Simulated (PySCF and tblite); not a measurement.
Results of a calculation; reference values are marked as such.
Stationary points of C₆H₁₀OSi at B3LYP-D3(BJ)/def2-SVP, in Å:

Structure A

```
 1 C     2.937    0.888    0.124
 2 O     2.417   -0.254   -0.521
 3 C     1.080   -0.450   -0.497
 4 C     0.086    0.425    0.146
 5 C    -1.163   -0.085   -0.032
 6 Si   -2.750    0.660    0.595
 7 C    -1.026   -1.365   -0.831
 8 C     0.447   -1.503   -1.074
 9 H     4.026    0.859   -0.012
10 H     2.714    0.888    1.206
11 H     2.550    1.824   -0.319
12 H     0.321    1.344    0.684
13 H    -1.446   -2.225   -0.275
14 H    -2.437    1.913    1.342
15 H    -3.471   -0.281    1.504
16 H    -3.681    0.985   -0.528
17 H    -1.607   -1.308   -1.772
18 H     0.925   -2.313   -1.622
```

Structure B

```
 1 C     2.791    1.041   -0.045
 2 O     2.156    0.109   -0.891
 3 C     0.939   -0.320   -0.503
 4 C     0.197    0.007    0.598
 5 C    -1.114   -0.713    0.498
 6 Si   -2.487    0.585    0.194
 7 C    -0.976   -1.551   -0.734
 8 C     0.214   -1.282   -1.327
 9 H     3.758    1.288   -0.502
10 H     2.960    0.618    0.962
11 H     2.189    1.962    0.059
12 H     0.461    0.693    1.400
13 H    -1.404   -1.284    1.398
14 H    -2.579    1.500    1.370
15 H    -3.812   -0.086    0.025
16 H    -2.157    1.365   -1.029
17 H    -1.744   -2.236   -1.096
18 H     0.601   -1.690   -2.261
```

Structure C

```
 1 C     2.956    0.891    0.153
 2 O     2.400   -0.215   -0.520
 3 C     1.061   -0.376   -0.437
 4 C     0.140    0.380    0.316
 5 C    -1.153   -0.179    0.142
 6 Si   -2.790    0.615    0.562
 7 C    -0.965   -1.360   -0.756
 8 C     0.401   -1.436   -1.087
 9 H     4.034    0.883   -0.053
10 H     2.797    0.826    1.244
11 H     2.526    1.843   -0.208
12 H     0.368    1.217    0.973
13 H    -1.148   -1.454    0.540
14 H    -2.668    1.385    1.832
15 H    -3.824   -0.450    0.720
16 H    -3.233    1.544   -0.520
17 H    -1.786   -1.915   -1.208
18 H     0.883   -2.199   -1.695
```

The path came from a restrained scan, a climbing-image band and a saddle search at GFN2-xTB; energies are PBE0/pcSseg-1 + D3(BJ)//B3LYP-D3(BJ)/def2-SVP, thermal terms GFN2-xTB.

Q: Which structure is a saddle point, and along which motion?

A: C: one imaginary mode (1162i cm⁻¹ at GFN2-xTB, mostly on H13, C7, C5), along the shift of hydrogen on C5 from C5 to C7.

Q: Give their symmetry and energies above the lowest.

A: A Cs, 4.6 kcal/mol; B C1, 0.0 kcal/mol; C C1, 28.9 kcal/mol.

Tunnelling of the moving H, left out here, will speed the real process.
